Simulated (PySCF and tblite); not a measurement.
C₆H₇FO₂, numbered as in [CH3:1][O:2][C:3]1=[CH:4][C@H:5]([F:6])[CH:7]=[CH:8][O:9]1. Geometries GFN2-xTB; weights from PBE0-D3(BJ)/pcSseg-1 energies and GFN2-xTB thermal corrections, with symmetry numbers and mirror pairs. Conformers within 2.5 kcal/mol (GFN2-xTB free energy) were kept, 4 at most. GIAO shieldings: PBE0/pcSseg-1. Shifts are against TMS (¹H), TMS (¹³C), CFCl3 (¹⁹F) at the same level. Codes: tblite and PySCF.

Torsions listed: C1–O2–C3–O9. The 6-ring runs over atoms 3–4–5–7–8–9.

Two conformers hold nearly all the population. I: 6-ring flat; 1°; δ(H4) = 4.90 ppm. II: 6-ring flat; -177°; δ(H4) = 4.33 ppm. The average over the ensemble at 298.15 K is 4.40 ppm.

Question: What populations and free-energy difference follow from a two-state model?

Answer: p(I) = (4.40 − 4.33)/(4.90 − 4.33) = 0.12, so K = p(II)/p(I) = 7.14 and G(II) − G(I) = −RT ln K = -1.16 kcal/mol. The weights computed directly are 12.4 % and 87.6 %.


Conformer gaps in pcSseg-1 on xTB geometries can be 2 kcal/mol off for S=O, P=O and other polar bonds.